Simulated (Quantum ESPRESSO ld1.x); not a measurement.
Problem. Lu IV, configuration [Xe] 4f11 6s1 6p2 (not the ground configuration). Calculated with ld1.x of Quantum ESPRESSO 7.5: scalar-relativistic Kohn-Sham, LDA (Slater exchange, VWN5 correlation), spin-polarised, spherical densities, point nucleus; open shells are filled with parallel spins first. Some entries of the table are withheld. Estimate them.

| orbital | occ. | eigenvalue (Ry) | r(max) (bohr) | <r^2> (bohr^2) |
|---|---|---|---|---|
| 1s up | 1 | -4649.4035 | 0.01214 | 0.0005126 |
| 1s down | 1 | -4649.3983 | 0.01214 | 0.0005126 |
| 2s up | 1 | -795.7845 | 0.06936 | 0.007929 |
| 2s down | 1 | -795.7751 | 0.06936 | 0.007928 |
| 2p up | 3 | -700.9258 | 0.05662 | 0.006500 |
| 2p down | 3 | -700.9174 | 0.05662 | 0.006499 |
| 3s up | 1 | -184.5207 | 0.1959 | 0.05180 |
| 3s down | 1 | -184.3909 | 0.1959 | 0.05176 |
| 3p up | 3 | -156.0623 | 0.1933 | 0.05236 |
| 3p down | 3 | -155.9325 | 0.1933 | 0.05232 |
| 3d up | 5 | -121.8147 | 0.1574 | 0.04352 |
| 3d down | 5 | -121.7128 | 0.1574 | 0.04347 |
| 4s up | 1 | -40.8727 | 0.4455 | 0.2560 |
| 4s down | 1 | -40.6331 | 0.4455 | 0.2561 |
| 4p up | 3 | -31.4764 | 0.4661 | 0.2899 |
| 4p down | 3 | -31.2427 | 0.4661 | 0.2902 |
| 4d up | 5 | -19.2178 | 0.4785 | 0.3380 |
| 4d down | 5 | -18.9905 | 0.4786 | 0.3389 |
| 5s up | 1 | -8.4496 | 1.006 | 1.357 |
| 5s down | 1 | -8.3342 | 1.010 | 1.364 |
| 5p up | 3 | -5.9870 | (1) | 1.774 |
| 5p down | 3 | -5.8858 | (2) | 1.774 |
| 4f up | 7 | -5.6203 | 0.4559 | 0.4961 |
| 4f down | 4 | -5.4032 | 0.4568 | 0.5046 |
| 6s up | 1 | -2.5061 | 2.332 | 6.951 |
| 6s down | 0 | -2.3221 | 2.314 | 7.004 |
| 6p up | 2 | -1.8967 | 2.725 | 9.450 |
| 6p down | 0 | -1.7178 | 2.743 | 9.927 |

Solution. 
(1) 5p up r(max) (bohr): 1.126
(2) 5p down r(max) (bohr): 1.130
